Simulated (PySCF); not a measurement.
Structure problem from calculated spectra and properties.

Elements present: As, C, H and Si. Monoisotopic mass: 133.9533 u.

| Quantity | Value |
| --- | --- |
| 13C NMR | chemical shifts (computed TMS as zero) by class: 145.8 (1 C), 141.1 (1 C) ppm [GIAO PBE0/pcSseg-1] |
| 1H NMR | chemical shifts (computed TMS as zero) by class: 6.39 (1 H), 6.37 (1 H), 6.35 (1 H), 4.76 (2 H), 1.89 (2 H) ppm [GIAO PBE0/pcSseg-1] |
| UV, first state | lowest singlet excitation: 6.09 eV (204 nm, f = 0.111) [TDDFT wB97X-D/def2-SVPD] |
| NMR, other nuclei | isotropic shieldings of nuclei other than C and H, by class: 391 (1 Si), 1942 (1 As) ppm [GIAO PBE0/pcSseg-1] |
| XPS | Si2p3/2 106.5, C1s 290.2, C1s 290.4, Si1s 1846.3 eV [ΔSCF SCAN, pcX-2 on the ionised atom, pcseg-1 elsewhere, spin-free X2C, 2p3/2 from a spin–orbit splitting computed afterwards within the 2p shell] |
| Rotational structure | rotational constants A, B, C: 9.037, 1.373, 1.269 GHz [PBE0-D3(BJ)/def2-SVP] |

The electronic properties come from PySCF, for the isolated species, density fitting. Levels stand in brackets. Isolated species at its PBE0-D3(BJ)/def2-SVP geometry (one conformer only). Relativistic effects, spin–orbit coupling among them, are left out (core-ionisation runs apart) although an element past zinc is present. NMR classes are plain means over equivalent atoms (diastereotopic ones count apart unless rotation or inversion swaps them), as if these changed places fast.

Q: Which formula fits the mass and the elements?

A: C2H7AsSi (calculated 133.9533). No other formula that holds each of these elements comes within 0.0003 u with a fitting electron parity and a possible valence count.

Q: What is the compound? Reason from the data.

A: Numbering: `[CH2:1]=[CH:2][SiH2:3][AsH2:4]`. 2 carbons fall into 2 classes; from least to most shielded: terminal =CH2 carbon [C1] (145.8 ppm), alkene CH carbon [C2] (141.1 ppm). Hydrogen classes from least to most shielded: 1 H on an alkene CH carbon, C2 (6.39 ppm), 1 H on a terminal =CH2 carbon, C1 (6.37 ppm), 1 H on a terminal =CH2 carbon, C1 (6.35 ppm), 2 H on an SiH2 silicon, Si3 (4.76 ppm), 2 H on an arsenic bonded to Si and 2 H, As4 (1.89 ppm). The other shieldings belong to: 391 ppm, SiH2 silicon [Si3]; 1942 ppm, arsenic bonded to Si and 2 H [As4]. The core levels belong to: Si2p3/2 106.5 eV, SiH2 silicon [Si3]; C1s 290.2 eV, alkene CH carbon [C2]; C1s 290.4 eV, terminal =CH2 carbon [C1]; Si1s 1846.3 eV, SiH2 silicon [Si3]. No core level of As was computed. The optimised geometry has point group C1 and is an asymmetric top. Structure: `C=C[SiH2][AsH2]`. The assignments are read from this structure; whether some other isomer fits the data as well wasn't checked. NMR values of atoms bound to As lack the spin–orbit term that these neighbours bring.

Shape of the structure used: `[CH2:1]=[CH:2][SiH2:3][AsH2:4]`: C1–C2–Si3–As4 119°, H–As4–Si3–C2 -170°, H–As4–Si3–C2 -77°.
